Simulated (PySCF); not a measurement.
An unknown is described by computed data only.

Formula: C3H5PSSi.

* Rotational structure: rotational constants A, B, C: 3.793, 1.365, 1.016 GHz [GFN2-xTB]
* Polarisability: 103.1 au [PBE0/def2-SVPD]
* UV, first state: lowest singlet excitation: 4.99 eV (249 nm, f = 0.083) [TDDFT PBE0/def2-SVPD]
* 13C NMR: chemical shifts (computed TMS as zero) by class: 172.7 (1 C), 154.9 (1 C), 152.6 (1 C) ppm [GIAO PBE0/pcSseg-1]
* NMR, other nuclei: isotropic shieldings of nuclei other than C and H, by class: 422 (1 Si), 61 (1 P), 149 (1 S) ppm [GIAO PBE0/pcSseg-1]
* UV, strongest line: among the 8 lowest singlet transitions: S5 at 5.87 eV (211 nm, f = 0.120) [TDDFT PBE0/def2-SVPD]
* Triplet: lowest triplet excitation (Tamm–Dancoff): 3.12 eV [TDA PBE0/def2-SVPD]
* Dipole: 1.22 D [PBE0/def2-SVPD]

The electronic properties come from PySCF, for the isolated species, density fitting. Levels stand in brackets. Geometry: GFN2-xTB; no solvent, vibrations or thermal averaging. Each NMR value is the plain mean over a class of atoms that symmetry, rotation or inversion makes alike.

Problem. What is the compound? Reason from the data.

Solution. Numbering: `[SiH3:1][c:2]1[cH:3][s:4][cH:5][p:6]1`. 3 carbons fall into 3 classes; from least to most shielded: aromatic CH next to a ring sulfur [C5] (172.7 ppm), substituted aromatic carbon [C2] (154.9 ppm), aromatic CH next to a ring sulfur [C3] (152.6 ppm). The other shieldings belong to: 422 ppm, SiH3 silicon [Si1]; 61 ppm, phosphorus bonded to 2 C [P6]; 149 ppm, thiophene-type sulfur [S4]. S1 is mainly HOMO→LUMO (weight 0.74); the largest Löwdin shares of the orbital it empties are 0.32 on the phosphorus bonded to 2 C, 0.26 on an aromatic CH next to a ring sulfur, 0.19 on the thiophene-type sulfur and 0.11 on an aromatic CH next to a ring sulfur, of the orbital it fills 0.29 on the phosphorus bonded to 2 C, 0.28 on an aromatic CH next to a ring sulfur, 0.21 on the thiophene-type sulfur and 0.09 on an aromatic CH next to a ring sulfur. The optimised geometry has point group Cs and is an asymmetric top. Structure: `[SiH3]c1cscp1`. Computed isomers that give other values at the same levels: `[SiH3]c1pccs1` (13C chemical shifts (computed TMS as zero) by class: 177.0 (1 C), 154.9 (1 C), 154.0 (1 C) ppm). The assignments are read from this structure; whether some other isomer fits the data as well wasn't checked.
